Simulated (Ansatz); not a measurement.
CH3F2Sn, SMILES `[CH3][Sn]([F])[F]` radical at its PBE0-D4/def2-TZVP geometry, where that method's forces vanish. Total charge 0; spin multiplicity 2. Sn takes the def2 core potential.

```xyz
7

C    -0.6442   -0.3413    0.6735
Sn    0.8318   -0.3125   -0.9283
F     2.2899    0.7381   -0.2295
F     0.1020    0.8949   -2.2427
H    -1.5545   -0.8046    0.3000
H    -0.2298   -0.8871    1.5181
H    -0.7951    0.7126    0.9089
```

(1) What forces (eV/Å) does B3LYP-D4/def2-TZVPP give on these atoms in Ansatz 0.2.0? (An estimate is asked.)

Results:

(1) Computed: 
```
C1  -0.281  0.023  0.307
Sn2  0.113 -0.489 -0.160
F3   0.275  0.220  0.146
F4  -0.150  0.250 -0.245
H5   0.062  0.028  0.023
H6  -0.026  0.033 -0.057
H7   0.009 -0.064 -0.014
```

B3LYP here is the variant with VWN-RPA as its local correlation; programs differ in this.
